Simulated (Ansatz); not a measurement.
Single points on Al₅O₉H₃.

```yaml
crystal:
  periodic: [false, false, false]
  atoms:
    - {symbol: Al, position_ang: [-1.055354, 0.901092, 2.864411]}
    - {symbol: Al, position_ang: [1.340140, 0.354641, -1.327183]}
    - {symbol: Al, position_ang: [-0.791665, -2.002527, -1.920045]}
    - {symbol: Al, position_ang: [0.218196, 1.651301, 0.872885]}
    - {symbol: Al, position_ang: [-0.620557, -0.854562, 0.825533]}
    - {symbol: O, position_ang: [0.936890, -1.313614, -2.130503]}
    - {symbol: O, position_ang: [0.227899, 2.049690, 2.578242]}
    - {symbol: O, position_ang: [0.919129, 0.031854, 0.420968]}
    - {symbol: O, position_ang: [-0.657479, -0.907242, 2.723255]}
    - {symbol: O, position_ang: [-1.097143, -2.085941, -0.203469]}
    - {symbol: O, position_ang: [-1.427751, 0.773866, 1.097741]}
    - {symbol: O, position_ang: [0.657857, 2.211197, -0.733848]}
    - {symbol: O, position_ang: [-1.580204, -2.895171, -3.092277]}
    - {symbol: O, position_ang: [-0.175109, -0.190669, -2.237024]}
    - {symbol: H, position_ang: [2.750095, 0.808439, -1.848168]}
    - {symbol: H, position_ang: [0.671367, 3.034950, -1.231781]}
    - {symbol: H, position_ang: [-0.316300, -1.567314, 3.341273]}
basis:
  gaussian: {orbitals: def2-TZVP, initial_orbitals: start.molden}
hamiltonian: {xc: pbe0, dispersion: d4}
scf: {omitted_lower_state_checks: [starts]}
output: {orbitals: {seedname: orbitals}}
```

The file start.molden holds the orbitals of an earlier run on this structure, at another level or in another basis.

```sh
$ ansatz run in.yaml --threads 4 --pin off --events-out ev --progress --plain --max-ram 9574MiB
```

Output, abridged:

```
Functional definition: PBE0
2886 factors; their error is unknown
mean field evaluation 1: about -51434.1210 eV, gradient 3.0e2 eV
mean field evaluation 2: about -51445.7949 eV, gradient 1.2e1 eV
mean field evaluation 4: about -51446.1574 eV, gradient 7.6e-3 eV
mean field evaluation 8: about -51446.2555 eV, gradient 1.8e-5 eV
mean field -51446.25551630 eV, -1890.6150186994 hartree, gradient 8.8e-6 eV, S^2 0.000000; 0 other end points of the search recorded, 0 dependent functions left out
reference -51446.25556896 eV, -1890.6150206348 hartree; 70, 70 occupied and 412, 412 virtual orbitals, 2886 factors
Total energy: -51446.95941394 eV, -1890.6408864607 hartree
Checks for a lower state left out: starts
```

It took 67 s on 4 threads of Arm Neoverse V1 on a shared host, peak host memory 3.3 GiB.

First input, but with `hamiltonian: {xc: r2scan, dispersion: d4}` (abridged; 44 s):

```
Functional definition: r2SCAN
mean field evaluation 16: about -51470.5905 eV, gradient 3.9e-6 eV
mean field -51470.59045353 eV, -1891.5093111480 hartree, gradient 6.4e-6 eV, S^2 0.000000
Total energy: -51470.79521617 eV, -1891.5168360363 hartree
Checks for a lower state left out: starts
```

The first input with `gaussian: {orbitals: def2-SVP, initial_orbitals: start.molden}` (abridged; 13 s):

```
Functional definition: PBE0
mean field evaluation 16: about -51411.9330 eV, gradient 2.6e-6 eV
mean field -51411.93295695 eV, -1889.3536879082 hartree, gradient 2.6e-6 eV, S^2 0.000000
Total energy: -51412.63684985 eV, -1889.3795554950 hartree
Checks for a lower state left out: starts
```

As the first input, with `gaussian: {orbitals: def2-SVP, initial_orbitals: start.molden}`, `correlation: {method: mp2}` and without the key `hamiltonian` (abridged; 36 s):

```
Functional definition: HF
mean field -51285.29768096 eV, -1884.6999273519 hartree, gradient 2.6e-6 eV, S^2 0.000000; unrestricted orbitals would lower it
mean field evaluation 16: about -51288.6573 eV, gradient 7.0e0 eV
unrestricted determinant -51289.25331765 eV, -1884.8452943189 hartree, S^2 1.2865
34 core orbitals not correlated: weight in the atoms' cores, before any rotation towards them, 1.000 or more for the frozen orbitals, at most 0.000 for the correlated occupied ones
second order -53.90420840 eV of doubles, -0.00000000 eV of singles
Total energy: -51339.20188936 eV, -1886.6808704730 hartree
Checks for a lower state left out: starts
```

The first input with `gaussian: {orbitals: STO-3G}`, `hamiltonian: {xc: hf}` (abridged; 2 s):

```
Functional definition: HF
mean field evaluation 16: about -50664.2979 eV, gradient 2.3e-1 eV
mean field evaluation 32: about -50664.2983 eV, gradient 1.5e-5 eV
mean field -50664.29826748 eV, -1861.8786198352 hartree, gradient 7.8e-6 eV, S^2 0.000000
Total energy: -50664.29826748 eV, -1861.8786198352 hartree
Checks for a lower state left out: starts
```

The first input with `hamiltonian: {xc: {name: B97M-V}}` (abridged; 66 s):

```
Functional definition: B97M-V
mean field evaluation 16: about -51468.8154 eV, gradient 3.0e-6 eV
mean field -51468.81537145 eV, -1891.4440780846 hartree, gradient 3.0e-6 eV, S^2 0.000000
Total energy: -51468.81547315 eV, -1891.4440818222 hartree
Checks for a lower state left out: starts
```

The first input with `gaussian: {orbitals: def2-SVP, initial_orbitals: start.molden}`, `hamiltonian: {xc: pbe, dispersion: d4}` (abridged; 7 s):

```
Functional definition: PBE
mean field -51410.12015920 eV, -1889.2870688194 hartree, gradient 1.4e-5 eV, S^2 0.000000
Total energy: -51410.93125004 eV, -1889.3168758583 hartree
Checks for a lower state left out: starts
```

Geometry: r2SCAN-D4/def2-SVP.

Correlated methods freeze 34 core orbitals. The structure holds one bond between oxygen atoms, so isomers without such links may lie far lower. The restricted singlet is unstable towards broken spin symmetry in Hartree–Fock (as tested in another run); at PBE0-D4/def2-TZVP, r2SCAN-D4/def2-TZVP, PBE0-D4/def2-SVP, HF/STO-3G and others this wasn't settled. At r2SCAN-D4/def2-TZVP, PBE-D4/def2-SVP an occupied level lies above an empty one. At MP2/def2-SVP the restricted singlet (for correlated methods, its reference) is unstable: a solution with broken spin symmetry lies lower. Another isomer (singlet) lies 8.48 eV lower at PBE0-D4/def2-TZVP; other spin states weren't run for this one.
